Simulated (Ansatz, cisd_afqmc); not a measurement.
Species: C2H4Cl2, charge 0, singlet. C2H4Cl2 (SMILES ClCCCl).
B3LYP-D3(BJ)/def2-TZVP minimum from Ansatz (a quantum-chemistry and plane-wave program):
```
C
H 1 1.0861
H 1 1.0861 2 109.78
C 1 1.5101 2 111.60 3 124.28
H 4 1.0861 1 111.60 2 -180.00
H 4 1.0861 5 109.78 1 124.28
Cl 4 1.8043 5 107.27 6 116.24
Cl 1 1.8043 2 107.27 3 -116.24
```
Charge 0, spin multiplicity 1.

Atomisation energy term by term, kcal/mol (programs: Ansatz, cisd_afqmc). Open shells are spin-unrestricted; no spin-orbit coupling. Cores are frozen in correlated methods. Rows without X2C or -DK are non-relativistic. AFQMC is phaseless with a CISD trial state; ± is one standard error, without the phaseless bias. Outlying blocks are dropped, and bars are widened where a walk drifts. Over all cases where full CI ran beside it in this data, AFQMC minus full CI had a median of +0.1 mEh and passed +0.4 mEh in a tenth of the cases. CBS(X,Y): correlation extrapolated as X^-3, Hartree-Fock from the larger set. A bracket is a step between two methods taken in the basis named. '+ core + X2C': CCSD(T) terms for core correlation (cc-pwCVTZ, 1s frozen past Ne) and scalar relativity (cc-pVTZ-DK). Where a partner has so few electrons that a lower coupled-cluster level is exact, that level stands in.

```tsv
term	basis	kcal/mol
Hartree-Fock	cc-pV(Q+d)Z	492.40
CCSD correlation	CBS(cc-pV(T+d)Z,cc-pV(Q+d)Z)	164.91
(T)	CBS(cc-pV(T+d)Z,cc-pV(Q+d)Z)	12.35
CCSDT(Q) - CCSD(T)	cc-pV(D+d)Z	0.42
core correlation	cc-pwCVTZ	2.51
scalar relativity	X2C, cc-pVTZ-DK	-0.76
sum: De		671.8
```

The step beyond CCSD(T) by other levels: AFQMC/CISD in cc-pV(T+d)Z 0.87 ± 0.28 kcal/mol.
